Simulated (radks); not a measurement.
Values are calculated unless marked as measured or tabulated.
Removal energies from the vanadium ion V+, [Ar] 3d4, by Delta-SCF beside the eigenvalue of the level emptied. Code: a radial shooting solver on a logarithmic mesh with Libxc functionals. Model: scalar-relativistic Kohn-Sham, PBEsol, spin-polarised, spherical densities, finite nucleus; Fermi nuclear charge, rms radius of each element as measured or else 0.836 A^(1/3) + 0.57 fm. Open shells are filled with parallel spins first.

| removed from | final configuration | Delta-SCF (eV) | -eigenvalue (eV) |
|---|---|---|---|
| 3d | [Ar] 3d3 | 15.791 | 9.848 |
| 3p | [Ne] 3s2 3p5 3d4 | 51.025 | 44.621 |
| 3s | [Ne] 3s1 3p6 3d4 | 77.057 | 70.499 |
| 2p | [He] 2s2 2p5 3s2 3p6 3d4 | 526.58 | 503.81 |
